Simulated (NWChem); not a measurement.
**Atomisation of Cl₃Ga**

SMILES: [Ga]([Cl])([Cl])[Cl]
```xyz
4

Ga     0.0000     0.0000     0.0000
Cl     0.0000     0.0000     2.1374
Cl     1.8511     0.0000    -1.0687
Cl    -1.8511     0.0000    -1.0687
```
Charge 0, spin multiplicity 1.

Program: NWChem. Structure: optimised with B3LYP/def2-SVP, a minimum by its harmonic frequencies.

Basis set: def2-TZVP. The atomisation energy is electronic alone: no zero-point, thermal, spin-orbit or counterpoise terms. No value is extrapolated to the basis-set limit. Free atoms are single determinants with multiplicities Ga 2, Cl 2. Correlated methods freeze the same cores in atoms and molecule, 24 orbitals in all.

The Hamiltonian is non-relativistic. B3LYP has NWChem's definition, with VWN1-RPA local correlation. The structure started from a generated list of species. The stability of the SCF solutions was not checked. Open-shell Hartree-Fock references start from PBE0 orbitals.

Q: Order these methods by the atomisation energy they give, lowest first: PBE0, MP2, BLYP, PBE, HF, B3LYP.

A: HF (198.9 kcal/mol), BLYP (242.5 kcal/mol), B3LYP (246.5 kcal/mol), PBE0 (260.9 kcal/mol), PBE (262.8 kcal/mol), MP2 (272.8 kcal/mol)
